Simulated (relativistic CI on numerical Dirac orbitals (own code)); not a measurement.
I⁵⁺: sensitivity of the levels to the model

Base calculation: Dirac-Coulomb-Breit CI, separate exchange-only KLI orbitals for each configuration, QED by a radiative potential, valence Slater integrals scaled by 0.85, P86 correlation energy added to each configuration.

Configuration list (outside the closed core [Kr]): 4d¹⁰5s², 4d¹⁰5s5p, 4d¹⁰5p², 4d¹⁰5s5d, 4d¹⁰5d², 4d¹⁰5s5f, 4d¹⁰4f², 4d¹⁰5s5g, 4d¹⁰5p5d, 4d¹⁰5s4f, 4d¹⁰4f5p, 4d¹⁰5s6s, 4d¹⁰5s6p, 4d¹⁰5f², 4d⁹5s²4f, 4d¹⁰5p5f. Levels of other configurations are missing.

Variants: (1) self-excluded LDA correlation estimate; (2) no correlation estimate; (3) configuration mixing switched off; (4) one mean potential for all configurations. Shifts of the energy above 4d¹⁰5s² ¹S0, in cm⁻¹, for the lowest level and the first level of each name with at least 55 % of one term (blank where a level changes its place among those of its configuration and J or its character, or is not in the variant):

| Level | Base | Δ(1) | Δ(2) | Δ(3) | Δ(4) | Measured |
| --- | --- | --- | --- | --- | --- | --- |
| 4d¹⁰5s² ¹S0 | 0.0 | 0.0 | 0.0 | 0.0 | 0.0 | 0.0 |
| 4d¹⁰5s5p ³P°0 | 81103.5 | +16.7 | -1006.7 | -4733.2 | +283.2 | 85665.6 |
| 4d¹⁰5s5p ³P°1 | 84650.6 | +17.4 | -1008.2 | -4523.6 | +295.5 | 89261.7 |
| 4d¹⁰5s5p ³P°2 | 94666.3 | +17.3 | -1007.8 | -4645.6 | +283.8 | 99685.4 |
| 4d¹⁰5s5p ¹P°1 | 123445.6 | +35.3 | -1052.8 | +3138.6 | +680.8 | 127423.8 |
| 4d¹⁰5p² ³P0 | 198306.3 | +134.2 | -1836.8 | -4921.4 | +659.2 | 200084.8 |
| 4d¹⁰5p² ¹D2 | 205868.4 | +204.9 | -1949.8 |  | +682.7 | 209431.7 |
| 4d¹⁰5p² ³P1 | 206165.3 | +133.6 | -1841.3 | -4639.3 | +698.2 | 208474.5 |
| 4d¹⁰5p² ³P2 | 218377.5 | +177.4 | -1906.9 |  | +743.5 | 221983.8 |
| 4d¹⁰5p² ¹S0 | 242773.6 | +146.9 | -1819.8 | -5282.0 | +877.8 | 245658.5 |
| 4d¹⁰5s5d ³D1 | 248431.3 | +760.3 | -2760.2 | -4476.0 | +789.1 | 251816.9 |
| 4d¹⁰5s5d ³D2 | 249111.9 | +759.6 | -2758.6 | -4473.2 | +793.5 | 252540.3 |
| 4d¹⁰5s5d ³D3 | 250230.1 | +760.0 | -2758.7 | -4414.8 | +799.9 | 253751.8 |
| 4d¹⁰5s5d ¹D2 | 268642.2 | +630.7 | -2532.6 | -12261.7 | +950.1 | 270094.7 |

At this charge configurations can still be misplaced by up to about 7 % of their energy. Levels and lines within the n = 5 or 6 shells can be off by up to 10 % or somewhat more, and those that change n by about 2 %, since core polarisation is missing. 28 of the 36 excited levels that our extract of the measured tables holds in this range could be paired (the sources list more); they are missed by 3945 cm⁻¹ on average and 6822 at most, and levels without a partner can miss by more.

Measured levels: measured levels as listed in Rauch et al., Astron. Astrophys. 606, A105 (2017).

Ionisation energy from the two ground configurations alone: base 73.28 eV; self-excluded LDA correlation estimate 73.69 eV; no correlation estimate 72.21 eV. The NIST ASD value (semi-empirical) is 74.4 eV.

LS names give the leading component of a level, which can be under half, so a name can repeat, a term be missing and a line seem to break the LS rules.
